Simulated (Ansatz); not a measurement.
`OB(S)O[SiH3]` + `O[SiH2]O` → `O[SiH](O)[SiH3]` + `OB(O)S`  (formal exchange of groups at the Si–O bond)

Isolated molecules relaxed with PBE0-D4/def2-TZVP in Ansatz; ΔE leaves out vibrations. CCSD(T)/CBS adds triple-zeta CCSD(T) − MP2 to the extrapolated MP2 energy (def2 sets, frozen cores). This one scheme is used for every species. Functionals use def2-TZVPP. One conformer a species, not always the lowest.

```
             level  ΔE (kJ/mol)  difference from CCSD(T)/CBS
         r2SCAN-D4         90.8                         -7.5
        r2SCAN0-D4         94.4                         -3.9
           ωB97X-V         93.1                         -5.2
          PBE-QIDH         93.5                         -4.8
            revPBE         68.4                        -29.9
              BLYP         89.5                         -8.8
           LC-ωPBE         86.1                        -12.2
RPA@PBE/def2-TZVPP         98.1                         -0.2
       HF/def2-SVP        103.2                          4.9
   CCSD/def2-TZVPP        100.1                          1.8
       CCSD(T)/CBS         98.3                            0
```

Largest T1 diagnostic among the species: 0.013.

From PBE to PBE0 (25 % exact exchange), in def2-TZVPP and without D4, ΔE moves by +8.4 kJ/mol. At CCSD(T), def2-SVP lies −13.1 kJ/mol from the extrapolated value and def2-TZVPP −0.8 kJ/mol. In def2-TZVPP, CCSD(T) changes the Hartree–Fock value by −22.1 kJ/mol (the triples alone add −2.6 kJ/mol) and MP2 by −13.3 kJ/mol.

CCSD(T)/CBS has its own doubt, a few kJ/mol and more with outer-core shells, so smaller differences from it don't rank the levels.
